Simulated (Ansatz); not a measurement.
Energy needed to pull apart AlNH2F2 (SMILES [NH2][Al]([F])[F]), closed shell, into free ground-state atoms, from the structure below (displaced at random from a GFN2-xTB minimum); no zero-point or spin–orbit terms; open-shell atoms are treated unrestricted, in their ground-state multiplicity.

N1  (-0.391, 0.917, -0.143)
Al2  (0.331, -0.749, 0.119)
F3  (1.539, -1.047, 1.252)
F4  (-0.241, -2.108, -0.770)
H5  (-0.096, 1.791, 0.349)
H6  (-1.082, 1.117, -0.863)
(Å)

Program: Ansatz 0.2.0. Basis: def2-TZVPP. Cores are frozen in the correlated methods.

| method | atomization energy (kcal/mol) |
| --- | --- |
| PBE-D4 | 564.9 |
| r2SCAN-D4 | 555.0 |
| B97M-V | ? |
| PBE0-D4 | 546.1 |
| r2SCAN0-D4 | 538.4 |
| wB97M-V | 557.1 |
| HF | 392.9 |
| MP2 | 563.2 |
| CCSD | ? |
| CCSD(T) | 541.7 |

Question: What does B97M-V give? (An estimate is asked for; the value comes from the calculation.)

Answer: By the calculation: 553.9 kcal/mol, which is about 12.2 kcal/mol more than CCSD(T)/def2-TZVPP.

Question: What does CCSD give? (Judge from chemistry; the value comes from the calculation.)

Answer: The calculation gives: 532.5 kcal/mol, which is about 9.2 kcal/mol less than CCSD(T)/def2-TZVPP.

In triple zeta the MP2 and coupled-cluster atomization energies are still short of their basis limit by a few kcal/mol a bond, whereas those of the functionals are nearly converged, so these differences are not deviations from converged CCSD(T).

No T1 diagnostic of these runs exceeds 0.013.

For scale, one of the runs: CCSD(T)/def2-TZVPP forces, 163 basis functions (an equivalent command: `ansatz run in.yaml --threads 4`). Time: 85 s of wall clock on 4 CPU threads; the host was shared. Peak host memory: 2.4 GiB.
